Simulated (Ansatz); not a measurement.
Si2Ge3, relaxed as a singlet with RKS PBE-D4/def2-SVP in Ansatz, starting from the GFN1-xTB geometry. Force threshold 0.02 eV/Å.

The structure comes from a short search, and lower isomers may exist.

Start:

```xyz
5

Si   -0.064   -1.230    1.241
Si   -0.649    0.944   -0.120
Ge    1.433    1.782   -0.589
Ge    1.334   -0.639   -0.551
Ge   -2.054   -0.857    0.020
```

Question: Estimate the energy that the relaxation releases and the steps that it takes.

Answer: 27.5 kJ/mol, in 17 steps; 15 s on 4 threads of Intel Xeon on a shared host. No frequencies were taken in this run, so the end may be a saddle point.

Question: Does the start keep its bonding and symmetry?

Answer: Bonds lost: Si2–Ge4 (atoms count from 1).

Question: Predict the relaxed structure.

Answer: 
Cartesian coordinates in Å:
```
Si 0.083 -0.965 0.909
Si -0.813 0.763 -0.724
Ge 1.269 1.590 0.071
Ge 1.720 -0.736 -0.803
Ge -2.258 -0.652 0.547
```
Bond lengths: 4 × Ge–Si 2.38 to 2.39 Å; 1 × Si–Si 2.54 Å; 1 × Ge–Ge 2.53 Å.
